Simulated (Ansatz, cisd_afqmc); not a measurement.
System: ZnHCl, charge 0, singlet. ZnHCl (SMILES [Cl][ZnH]).
B3LYP-D3(BJ)/def2-TZVP minimum from Ansatz (a quantum-chemistry and plane-wave program):
```
Zn
H 1 1.5194
Cl 1 2.1173 2 180.00
```

Total energies in cc-pwCVTZ-DK, 28 correlated electrons, 10 frozen orbitals. Radicals and triplets start from unrestricted determinants; spin-orbit coupling is neglected. The -DK rows use spin-free X2C, correlate 3s3p of the metal (1s2s2p frozen) and give its partners the cc-pVXZ-DK valence sets. AFQMC/CISD: phaseless, guided by CISD from CCSD amplitudes; bars are statistical, one sigma. Outlying blocks are dropped, and bars are widened where a walk drifts. Over all cases where full CI ran beside it in this data, AFQMC minus full CI had a median of +0.1 mEh and passed +0.4 mEh in a tenth of the cases.

```tsv
method	program	energy (Eh)	minus AFQMC/CISD (mEh)
HF	Ansatz	-2255.83095	1158.6 ± 0.7
MP2	Ansatz	-2257.04112	-51.6 ± 0.7
CCSD	Ansatz	-2256.95942	30.1 ± 0.7
CCSD(T)	Ansatz	-2256.99135	-1.8 ± 0.7
AFQMC/CISD	cisd_afqmc	-2256.9896 ± 0.0007	0.0
```
